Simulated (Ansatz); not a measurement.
Born–Oppenheimer molecular dynamics of C3H9Cl2NSi (16 atoms, charge 0, multiplicity 1). It goes on from the last frame of an earlier run, with new velocities.

Method: Ansatz 0.2.0, RKS B3LYP/6-31G.

```
ensemble        : NVT, Langevin thermostat
time step       : 1 fs
steps asked     : 150
set temperature : 700 K
friction        : 0.005 /fs
seed            : 312457
```

First frame:

```xyz
16
Properties=species:S:1:pos:R:3
Si 0.039 -0.085 0.062
N 0.080 -0.099 1.804
C -0.969 -0.714 2.675
H -1.813 -1.013 2.015
H -0.605 -1.582 3.190
H -1.375 -0.006 3.405
C 1.182 0.466 2.597
H 1.484 -0.229 3.369
H 2.060 0.653 1.954
H 0.872 1.381 3.052
Cl 2.088 -0.353 -0.670
Cl -0.575 1.844 -0.907
C -1.137 -1.409 -0.606
H -2.181 -1.119 -0.686
H -0.774 -1.681 -1.609
H -1.056 -2.288 0.015
```

Q: How far do the bonds stretch over the last three quarters of this one trajectory? (Pairs bonded in most of those frames.)

A: 
| bond | mean (Å) | spread (Å) | shortest | longest |
| --- | --- | --- | --- | --- |
| Si1–N2 | 1.745 | 0.047 | 1.65 | 1.83 |
| Si1–Cl11 | 2.194 | 0.082 | 2.08 | 2.32 |
| Si1–Cl12 | 2.228 | 0.051 | 2.09 | 2.31 |
| Si1–C13 | 1.898 | 0.030 | 1.83 | 1.95 |
| N2–C3 | 1.483 | 0.022 | 1.43 | 1.52 |
| N2–C7 | 1.492 | 0.050 | 1.41 | 1.59 |
| C3–H4 | 1.105 | 0.044 | 1.03 | 1.18 |
| C3–H5 | 1.104 | 0.038 | 1.04 | 1.17 |
| C3–H6 | 1.106 | 0.040 | 1.02 | 1.19 |
| C7–H8 | 1.104 | 0.035 | 1.03 | 1.19 |
| C7–H9 | 1.099 | 0.037 | 1.03 | 1.17 |
| C7–H10 | 1.102 | 0.038 | 1.04 | 1.17 |
| C13–H14 | 1.101 | 0.038 | 1.03 | 1.18 |
| C13–H15 | 1.098 | 0.028 | 1.05 | 1.16 |
| C13–H16 | 1.096 | 0.027 | 1.05 | 1.15 |

Mean temperature of the second half: 457 K. The mean temperature of the second half is 35 % below the set value. A run of 0.15 ps of so small a system gives no equilibrium averages. Limits of this set-up: no polarisation functions.

Time of the run: 13 min on 2 threads of Arm Neoverse V2, on a shared host, peak memory 0.28 GiB.
